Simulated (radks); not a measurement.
The numbers below are computed, except where a source is named.
Zr2+, 38 electrons, occupied as [Kr] 4d2 (the NIST ground configuration). Code: a radial shooting solver on a logarithmic mesh with Libxc functionals. Model: scalar-relativistic Kohn-Sham, r2SCAN, spin-polarised, spherical densities, finite nucleus; open shells are filled with parallel spins first (spin-orbit coupling, left out, can overturn this in heavy ions); meta-GGA in the generalised Kohn-Sham scheme; Fermi nuclear charge, rms radius 4.2694 fm; hard spherical wall at 10 bohr.

Local quantities along the radius. ELF = 1/(1 + alpha^2) is the electron localisation function; alpha = (tau - tau_W)/tau_unif compares the Pauli kinetic energy density with that of the uniform gas (summed over spins). tau is taken from the large components.

r (bohr)    ELF    alpha
0.001673  1.000  0.02101
0.002213  1.000  0.02148
0.002952  0.999  0.02266
0.003937  0.999  0.02478
0.005209  0.999  0.02822
0.006947  0.999  0.03406
0.009266  0.998  0.04408
0.01226   0.996  0.06173
0.01635   0.991  0.09763
0.02181   0.970   0.1773
0.02886   0.883   0.3636
0.03849   0.602   0.8136
0.05092   0.329    1.428
0.06792   0.368    1.311
0.09059   0.645   0.7414
0.1199    0.777   0.5360
0.1599    0.626   0.7724
0.2132    0.286    1.579
0.2821    0.435    1.140
0.3763    0.748   0.5806
0.5019    0.738   0.5952
0.664     0.351    1.361
0.8857    0.244    1.762
1.181     0.741   0.5912
1.563     0.759   0.5632
2.085     0.443    1.122
2.78      0.123    2.676
3.679     0.029    5.825
4.907     0.003    17.33
6.544     0.000    97.24

On this mesh the ELF has minima near r = 0.059, 0.21, 0.77 bohr, which separate the shells, and maxima near 0.12 (0.78), 0.43 (0.78), 1.4 (0.80).

Self-consistent cycle (total energy in hartree, residual of the potential): 1: -3593.280293, 6e+00; 2: -3596.955141, 3e+00; 3: -3598.300207, 6e-01; 4: -3598.338121, 2e-01; 5: -3598.345131, 2e-02; 6: -3598.345180, 1e-03; 7: -3598.345187, 7e-04; 8: -3598.345182, 5e-05; 9: -3598.345182, 2e-05; 10: -3598.345182, 2e-05; 11: -3598.345182, 2e-06.
